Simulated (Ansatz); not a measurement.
C3H8SSi can be A, `CC1C[SiH2]S1`, or B, `CS[SiH]1CC1`.

Calculated with Ansatz (gas phase, PBE0-D4/def2-TZVP geometries, no zero-point term in ΔE). CCSD(T)/CBS adds triple-zeta CCSD(T) − MP2 to the extrapolated MP2 energy (def2 sets, frozen cores). Functionals use def2-TZVPP. B3LYP here is the variant with VWN-RPA as its local correlation; programs differ in this. One conformer a species, not always the lowest.

**Question.** Which isomer does CCSD(T)/CBS put lower? Give the gap. (An estimate is asked.)

**Answer.** Computed: A, by 18.2 kcal/mol.

**Question.** Give E(B) − E(A) in kcal/mol with PBE-D4, B3LYP, B3LYP-D4, HF/def2-TZVPP, r2SCAN-D4, B2PLYP, CCSD(T)/def2-TZVPP. (Estimate.)

**Answer.** Ansatz gave: PBE-D4 15.0, B3LYP 15.1, B3LYP-D4 16.4, HF/def2-TZVPP 19.3, r2SCAN-D4 15.1, B2PLYP 16.6, CCSD(T)/def2-TZVPP 18.3. None reverses the order clearly.

Largest T1 diagnostic: 0.011.

From PBE to PBE0 (25 % exact exchange), in def2-TZVPP and without D4, E(B) − E(A) moves by +1.8 kcal/mol. The D4 term adds +1.3 kcal/mol with B3LYP and +0.6 kcal/mol with PBE0; it sums over pairs of atoms, weighted by their polarisabilities, and B3LYP, whose exchange is more repulsive, gets the larger term.
